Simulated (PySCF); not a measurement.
Computed shifts of a molecule F₂H₆O₂Si₃, PBE/pcSseg-1 (PySCF), GIAO, gas phase, equivalent atoms averaged, in ppm (number of nuclei): ¹⁹F: -183.8 (2). ²⁹Si: -32.5 (2), -98.7 (1). ¹H: 5.51 (6). References: ¹⁹F against CFCl3 (σ = 133.6 ppm); ²⁹Si against TMS (σ = 335.4 ppm); ¹⁷O against H2O (σ = 334.3 ppm); ¹H against TMS (σ = 31.49 ppm), references at their B3LYP-D3(BJ)/def2-TZVP geometries, non-relativistic. Geometry optimised at r2SCAN-D4/def2-SVP. One conformer was computed; it need not be the lowest.

Q: Which molecule gave these data?
A) F[SiH](F)O[SiH2]O[SiH3]
B) F[SiH2]O[SiH2]O[SiH2]F
C) F[Si](F)(O[SiH3])O[SiH3]

A: C, F[Si](F)(O[SiH3])O[SiH3]
